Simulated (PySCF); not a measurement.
Method: PySCF 2.14.0 with PBE-D3(BJ)/def2-TZVP // B3LYP-D3(BJ)/def2-TZVP. Isolated molecules, 0 K electronic values unless said otherwise. 

Reference species (SMILES): `[GaH3]` (neutral, multiplicity 1).

The HOMO–LUMO gap comes out as 4.69 eV and the LUMO is -2.65 eV.

Changed species: `[F][GaH][F]` (1 of 3 F replaced by H; the reference has 3 of 3 F replaced by H).

Q: Give the shifts of the HOMO–LUMO gap and LUMO.

A: the HOMO–LUMO gap rises by 1.81 eV, to 6.50 eV; the LUMO rises by 0.46 eV, to -2.19 eV.
